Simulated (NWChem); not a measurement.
## Total energies of digermane (H$_{6}$Ge$_{2}$)

SMILES: [GeH3][GeH3]
```xyz
8

Ge     1.2179     0.0515     0.0000
Ge    -1.2179    -0.0515     0.0000
H      1.7278     0.8119     1.2527
H      1.7301     0.7891    -1.2654
H      1.8209    -1.3781     0.0133
H     -1.7278    -0.8119     1.2527
H     -1.7301    -0.7891    -1.2654
H     -1.8209     1.3781     0.0133
```
Charge 0, spin multiplicity 1.

The numbers come from NWChem runs, not from measurements. Structure: optimised with PBE/def2-SVP, a minimum by its harmonic frequencies.

Basis set: def2-SVP (94 functions).

```csv
method,total energy (Ha)
RHF,-4153.68931
MP2,-4154.16867
B2PLYP,-4156.30814
PBE,-4156.42683
B3LYP,-4157.17539
M06-2X,-4157.06451
CCSD(T),-4154.20654
```

Total energies of different functionals aren't comparable as a measure of quality: only differences taken within one method are. 

The Hamiltonian is non-relativistic. The correlated methods keep 18 core orbitals frozen. B3LYP has NWChem's definition, with VWN1-RPA local correlation. Coupled-cluster values serve here as a point of comparison, not as the truth.
